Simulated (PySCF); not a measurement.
This PySCF input asks for the NMR shieldings of `CC[C@@H](P([C@H](CC)C)[C@@H](C)CC)C`, C$_{12}$H$_{27}$P; the geometry comes from PBE0-D3(BJ)/def2-SVP.

```python
import basis_set_exchange as bse
import numpy as np
from pyscf import gto, dft
from pyscf.prop import nmr

atoms = """
C    -1.609764    3.735629   -0.326275
C    -0.878679    2.611393    0.393187
C    -1.283412    1.204741   -0.068983
C    -2.681329    0.833555    0.419425
P    -0.028017   -0.014907    0.593656
C    -0.684168   -1.664482   -0.011576
C    -0.936316   -1.791440   -1.508058
C     0.211415   -2.779023    0.542980
C    -0.361746   -4.181189    0.395197
C     1.481317    0.241231   -0.519136
C     1.245895    0.946158   -1.850083
C     2.617948    0.908959    0.267122
C     3.148647    0.078719    1.423532
H    -2.699912    3.678355   -0.183952
H    -1.418555    3.701716   -1.411269
H    -1.283851    4.721007    0.039718
H     0.206344    2.751418    0.255933
H    -1.044891    2.682103    1.482329
H    -1.280026    1.186037   -1.172630
H    -3.050914   -0.093739   -0.042076
H    -2.693074    0.694644    1.513419
H    -3.408014    1.624477    0.176969
H    -1.652996   -1.745678    0.515442
H     0.008507   -1.783856   -2.074536
H    -1.451491   -2.734983   -1.749263
H    -1.565566   -0.974234   -1.891724
H     0.402021   -2.572417    1.609786
H     1.199794   -2.736006    0.049885
H    -1.347817   -4.260474    0.881540
H     0.298787   -4.928427    0.861133
H    -0.487772   -4.470820   -0.659212
H     1.810847   -0.790932   -0.739024
H     0.955291    1.998662   -1.709952
H     0.465209    0.462173   -2.452567
H     2.173396    0.945842   -2.446565
H     2.279720    1.892930    0.638643
H     3.441496    1.125163   -0.437418
H     3.958164    0.601416    1.955100
H     3.549010   -0.884856    1.067672
H     2.349954   -0.140517    2.149453
"""
names = dict.fromkeys(["C", "P", "H"], "pcSseg-1")
basis = {el: gto.basis.parse(bse.get_basis(n, elements=[el], fmt="nwchem")) for el, n in names.items()}
mol = gto.M(atom=atoms, basis=basis, charge=0, verbose=0)
mf = dft.RKS(mol, xc="PBE0")
mf.grids.level = 2
mf.grids.alignment = dft.numint.BLKSIZE   # the property module wants whole blocks of grid points
mf.conv_tol = 1e-9
mf.kernel()

calc = nmr.RKS(mf)   # GIAO
C = mf.mo_coeff
Co = C[:, mf.mo_occ > 0]
resp = mf.gen_response(singlet=True, hermi=2)
def vind(x):   # induced exchange potential for any number of trial vectors
    d = np.einsum("pi,xij,qj->xpq", C, 2 * x.reshape(-1, C.shape[1], Co.shape[1]), Co, optimize=True)
    return np.einsum("xpq,pi,qj->xij", resp(d - d.transpose(0, 2, 1)), C, Co, optimize=True).ravel()
mo1, _ = nmr.rhf.solve_mo1(calc, with_cphf=vind)
sigma = calc.kernel(mo1)
for i, s in enumerate(sigma):   # ppm
    w = np.linalg.eigvalsh((s + s.T) / 2)
    print("%2d %-2s iso %8.1f  s11 %8.1f  s22 %8.1f  s33 %8.1f" % (i, mol.atom_pure_symbol(i), w.mean(), *w))
```

Q: What does it print?

A: 
```
 0 C  iso    171.3  s11    154.9  s22    172.4  s33    186.7
 1 C  iso    154.6  s11    145.7  s22    148.5  s33    169.5
 2 C  iso    155.7  s11    146.3  s22    150.6  s33    170.4
 3 C  iso    169.0  s11    154.6  s22    166.6  s33    185.7
 4 P  iso    331.5  s11    296.0  s22    336.6  s33    362.1
 5 C  iso    152.7  s11    143.2  s22    154.9  s33    160.0
 6 C  iso    171.1  s11    160.7  s22    169.9  s33    182.8
 7 C  iso    154.6  s11    140.8  s22    152.8  s33    170.2
 8 C  iso    169.6  s11    154.2  s22    168.6  s33    186.1
 9 C  iso    154.1  s11    148.7  s22    150.2  s33    163.3
10 C  iso    163.1  s11    145.3  s22    163.2  s33    180.8
11 C  iso    149.6  s11    134.9  s22    144.7  s33    169.0
12 C  iso    169.4  s11    155.4  s22    168.8  s33    183.9
13 H  iso     30.0  s11     24.4  s22     29.5  s33     36.1
14 H  iso     30.6  s11     25.6  s22     29.6  s33     36.4
15 H  iso     30.2  s11     25.2  s22     27.0  s33     38.4
16 H  iso     30.1  s11     23.0  s22     32.3  s33     34.9
17 H  iso     30.3  s11     25.8  s22     30.1  s33     35.1
18 H  iso     29.8  s11     27.5  s22     29.6  s33     32.3
19 H  iso     30.4  s11     24.2  s22     30.8  s33     36.1
20 H  iso     30.7  s11     26.5  s22     28.6  s33     37.0
21 H  iso     29.8  s11     23.8  s22     28.8  s33     36.9
22 H  iso     30.0  s11     25.2  s22     30.8  s33     34.1
23 H  iso     30.8  s11     26.1  s22     30.7  s33     35.4
24 H  iso     30.0  s11     24.1  s22     28.5  s33     37.3
25 H  iso     30.1  s11     24.8  s22     30.9  s33     34.6
26 H  iso     29.7  s11     23.4  s22     31.3  s33     34.5
27 H  iso     30.3  s11     24.2  s22     32.6  s33     34.0
28 H  iso     30.6  s11     25.9  s22     28.6  s33     37.2
29 H  iso     30.1  s11     24.9  s22     27.3  s33     38.0
30 H  iso     30.1  s11     24.7  s22     29.7  s33     35.8
31 H  iso     30.3  s11     26.7  s22     30.3  s33     34.1
32 H  iso     30.3  s11     25.3  s22     30.6  s33     34.9
33 H  iso     29.9  s11     25.2  s22     30.1  s33     34.3
34 H  iso     30.1  s11     25.5  s22     27.1  s33     37.8
35 H  iso     30.1  s11     25.1  s22     31.0  s33     34.3
36 H  iso     30.0  s11     24.4  s22     29.4  s33     36.1
37 H  iso     30.3  s11     25.3  s22     27.1  s33     38.6
38 H  iso     30.8  s11     26.4  s22     29.2  s33     36.7
39 H  iso     29.4  s11     24.2  s22     31.1  s33     32.8
```

These numbers come from an equivalent density-fitted implementation of the same equations, which agrees with the script to about 0.01 ppm for H and up to a few tenths of a ppm for heavy atoms, so last digits may differ.

Q: Turn these shieldings into chemical shifts. Shifts are taken against calculated references (same method and geometry level): ¹³C (184.41 ppm) and ¹H (31.27 ppm) vs TMS; ³¹P (310.13 ppm) against H3PO4.

A: Averaging equivalent atoms: C 1/7/11: 31.5; C 2/5/9: 30.2; C 3/6/10: 16.7; C 0/8/12: 14.3; P 4: -21.4; H 16/26/35: 1.29; H 18/22/31: 1.21; H 17/27/36: 1.08; H 13/14/15/28/29/30/37/38/39: 1.05; H 19/20/21/23/24/25/32/33/34: 1.04 ppm. Experimental scales use liquid or dissolved standards, which lie at an offset from isolated H3PO4.

Size and cost of the density-fitted run: 363 basis functions, 2.9 min wall time on 1 thread of an Arm Neoverse V1, shared host; peak memory 2.4 GiB.
